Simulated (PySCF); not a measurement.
C2H6Se2.

```xyz
10

Se     0.0984    -0.5789     0.8788
C     -0.4155    -1.8381    -0.5650
C     -1.7178    -1.4921    -1.2652
H     -0.4763    -2.8030    -0.0339
H      0.4306    -1.8947    -1.2647
H     -1.6495    -0.5064    -1.7510
H     -2.5597    -1.4674    -0.5567
H     -1.9435    -2.2378    -2.0464
Se     0.4064     1.3942    -0.3688
H      1.8331     1.1717    -0.7046
```
Charge 0, spin multiplicity 1.

Geometry optimised at B3LYP-D3(BJ)/def2-SVP. Other conformers were not sampled.

Level of theory: PBE/pcSseg-1 (PySCF). Non-relativistic, no solvent.

Computed absolute GIAO shielding of each atom: isotropic value and principal components (ppm):
| atom | σ(iso) | σ11 | σ22 | σ33 | span |
|---|---|---|---|---|---|
| Se1 | 1216.3 | 861.4 | 1146.0 | 1641.5 | 780.1 |
| C2 | 139.0 | 124.1 | 128.8 | 164.2 | 40.0 |
| C3 | 162.5 | 141.3 | 164.9 | 181.4 | 40.1 |
| H4 | 28.9 | 22.7 | 26.9 | 36.9 | 14.2 |
| H5 | 28.6 | 22.5 | 28.1 | 35.3 | 12.8 |
| H6 | 29.2 | 23.9 | 31.1 | 32.7 | 8.9 |
| H7 | 30.1 | 26.0 | 28.1 | 36.3 | 10.3 |
| H8 | 29.7 | 24.7 | 26.6 | 37.8 | 13.1 |
| Se9 | 1634.2 | 1260.1 | 1480.6 | 2161.8 | 901.7 |
| H10 | 28.0 | 17.5 | 24.7 | 41.9 | 24.4 |
